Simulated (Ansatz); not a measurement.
Ideal-gas functions of `[CH3][GeH2][Cl]` at 298.15 K and 1 bar, from an Ansatz frequency run at PBE0-D4/def2-TZVP.

Molar mass 125.11 g/mol, point group Cs (symmetry number 1), electronic degeneracy 1, moments of inertia 45.953, 152.621, 188.944 u Å². Harmonic wavenumbers (cm⁻¹, unscaled): 131, 164, 416, 453, 619, 626, 712, 850, 863, 876, 1267, 1448, 1454, 2162, 2167, 3066, 3157, 3169.

Use S(trans) = R[1.5 ln M + 2.5 ln T − 1.1517]; rotational temperatures θ = 24.2544 K / I; S(rot) = R[ln(√π/σ · √(T³/θAθBθC)) + 1.5]; for each mode x = 1.438777 ν̃/T, S = R[x/(eˣ − 1) − ln(1 − e⁻ˣ)] and H = RT x/(eˣ − 1); 1 cm⁻¹ = 0.0119627 kJ/mol; R = 8.31446 J/(mol·K).

By hand: the entropy, in J/(mol·K).

Translation 169.1. Rotation: θ = 0.5278, 0.1589, 0.1284 K, giving 107.1. Vibration, mode by mode: 12.26, 10.47, 3.79, 3.29, 1.75, 1.70, 1.22, 0.71, 0.68, 0.64, 0.13, 0.06, 0.06, 0.00, 0.00, 0.00, 0.00, 0.00, in all 36.8. Electronic 0.0. Sum 313.0 J/(mol·K).

By hand: H − E and G − E in kJ/mol, counted from the electronic energy.

Zero-point energy ½ × 23600 × 0.0119627 = 141.2; thermal vibration 6.5; translation, rotation and pV give 4 RT = 9.9. H − E = 157.6 kJ/mol, and G − E = 157.6 − 298.15 × 313.0/1000 = 64.3 kJ/mol.

Vibration gives 12 % of the entropy, 12.3 J/(mol·K) of it from the mode under 150 cm⁻¹: soft modes count most, and the harmonic formula is weakest for them.
